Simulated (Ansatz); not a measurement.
Reaction (redistribution): `FBB(F)F` + `C=NC[SiH3]` → `FB(F)C[SiH3]` + `C=NBF`

Program: Ansatz. Geometries: PBE0-D4/def2-TZVP. ΔE: electronic, gas phase. CCSD(T)/CBS is the MP2 limit (def2-TZVPP, def2-QZVPP) plus CCSD(T) − MP2 in def2-TZVPP, frozen cores. DFT in def2-TZVPP. B3LYP here is the variant with VWN-RPA as its local correlation; programs differ in this. One conformer a species, not always the lowest.

```
             level  ΔE (eV)  difference from CCSD(T)/CBS
           ωB97X-V    -2.11                         0.03
            B2PLYP    -2.19                        -0.05
               PBE    -2.17                        -0.03
            r2SCAN    -2.29                        -0.15
              PBE0    -2.21                        -0.07
             B3LYP    -2.20                        -0.06
SCS-MP2/def2-TZVPP    -2.13                         0.01
     HF/def2-QZVPP    -2.16                        -0.02
SCS-MP2/def2-QZVPP    -2.14                         0.00
    CCSD/CBS(def2)    -2.15                        -0.01
       CCSD(T)/CBS    -2.14                            0
```

Largest T1 diagnostic among the species: 0.014.

From PBE to PBE0 (25 % exact exchange), in def2-TZVPP and without D4, ΔE moves by −0.04 eV.
